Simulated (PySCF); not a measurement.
**Iron: a sound run and one with changed settings**

Sound run: Fe²⁺ [Ar] 3d6, Fe³⁺ [Ar] 3d5. Computed with PySCF 2.14 in pcseg-2 (6s4p3d2f1g, 56 functions), with the non-relativistic Hamiltonian (point nucleus). In the sound run the correlated levels freeze [Ar]. The sound run starts from symmetry-adapted Hartree-Fock orbitals and uses a fine grid where one is needed.

Changed run: all electrons correlated in a basis built for the valence shell.

```csv
species,method,sound run (hartree),changed run (hartree),converged
Fe²⁺,MP2,-1261.74353,-1262.02758,yes
Fe³⁺,MP2,-1260.64660,-1260.91231,yes
```

Ionisation energy of Fe²⁺:

| method | sound run (eV) | changed run (eV) |
| --- | --- | --- |
| UHF | 28.422 | 28.422 |
| MP2 | 29.849 | 30.348 |
| SCS-MP2 | 29.936 | 30.229 |

A valence basis has no tight correlating functions, so it recovers only part of the core correlation, and not evenly between atom and ion.

For comparison, NIST gives 30.651 ± 0.012 eV between the lowest levels.
